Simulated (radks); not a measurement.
Values are calculated unless marked as measured or tabulated.
Question: The manganese ion Mn+, [Ar] 3d5 4s1. Level of theory: non-relativistic Kohn-Sham, exchange-only PBE, spin-polarised, spherical densities, point nucleus (a radial shooting solver on a logarithmic mesh with Libxc functionals). Every spin shell is full or empty, so the densities are truly spherical. Functionals are evaluated on that one density, not self-consistently. Rank these orbital-free kinetic functionals by their error against the exact value of the orbitals, and give that value: Thomas-Fermi, TF + vW/9, LC94, APBEK, Perdew 92, Thakkar, Pearson, LKT, PG1, DePristo-Kress.

Answer: Exact: 1149.48 hartree. From best to worst, with 100 (|E| - |E exact|)/|E exact| (equal figures are ties): LC94 -0.01, DePristo-Kress -0.08, APBEK +0.09, Thakkar -0.38, Perdew 92 -0.75, TF + vW/9 -0.76, Pearson -1.33, Thomas-Fermi -6.62, PG1 +20.31, LKT +25.47.
